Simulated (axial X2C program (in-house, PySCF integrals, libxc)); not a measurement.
Which molecule has these constants?

Calculated with an in-house relativistic program for diatomic molecules, spin-free (one-electron X2C) or two-component (2c: spin–orbit coupling with atomic mean-field Coulomb and Gaunt terms, which also bring small scalar terms), in Dyall basis sets with cores contracted in-house; open shells are unrestricted.

A two-component PBE0 calculation in a Dyall 3-zeta basis gave Re = 1.822 Å, ωe = 577.9 cm⁻¹, De = 2.58 eV, Ω = 0.

Question: Which molecule is it?
A. CaF⁻
B. BeF⁻
C. SrF⁻
D. MgF⁻

Answer: D. The others have CaF⁻ 1.992 Å and 520.2 cm⁻¹ (Ω = 0); SrF⁻ 2.119 Å and 444.3 cm⁻¹ (Ω = 0); BeF⁻ 1.404 Å and 1081.4 cm⁻¹ (Ω = 0).

Each entry is the lowest single determinant of a limited PBE0 search at one distance. De goes to single-determinant-based atoms at the same level (for ions the charge split of lowest energy) and is withheld (n/a) where an atom does not fit its ground term or J level. Main or longest-lived isotopes.
